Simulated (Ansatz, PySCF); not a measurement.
methyltin triiodide (CH3I3Sn), SMILES [CH3][Sn]([I])([I])[I].

Geometry: B3LYP-D3(BJ)/def2-SVP. The def2 effective core potentials stand for the cores of I, Sn; spin–orbit coupling is left out.

Vertical ionisation energy (IE) and electron affinity (EA) in eV. Rows of orbital energies are one-electron estimates. Where ΔSCF, EOM or ADC give a negative EA the extra electron is unbound and the value depends on the basis.

```json
[
 {"level": "−ε(HOMO), −ε(LUMO), HF/def2-TZVP (PySCF)", "IE": "…", "EA": "…"},
 {"level": "−ε(HOMO), −ε(LUMO), PBE/def2-TZVP (PySCF)", "IE": "6.51", "EA": "3.73"},
 {"level": "ΔSCF, CAM-B3LYP/def2-SVPD (Ansatz), final states of multiplicity 2 and 2", "IE": "9.58", "EA": "1.74"},
 {"level": "ΔSCF, PBE/def2-SVPD (Ansatz), final states of multiplicity 2 and 2", "IE": "8.74", "EA": "1.73"}
]
```

Question: Some entries are withheld; supply them. (Estimate from the structure and the level; the computed values follow.)

Answer: 
- −ε(HOMO), −ε(LUMO), HF/def2-TZVP (PySCF), IE: 10.13
- −ε(HOMO), −ε(LUMO), HF/def2-TZVP (PySCF), EA: -0.18

Question: What vertical singlet–triplet gap does ΔSCF give with CAM-B3LYP/def2-SVPD (Ansatz, a quantum-chemistry and plane-wave program) and with PBE/def2-SVPD (Ansatz)? (Estimate from the structure and the level; the computed values follow.)

Answer: 3.53 and 2.77 eV (triplet above singlet where positive).
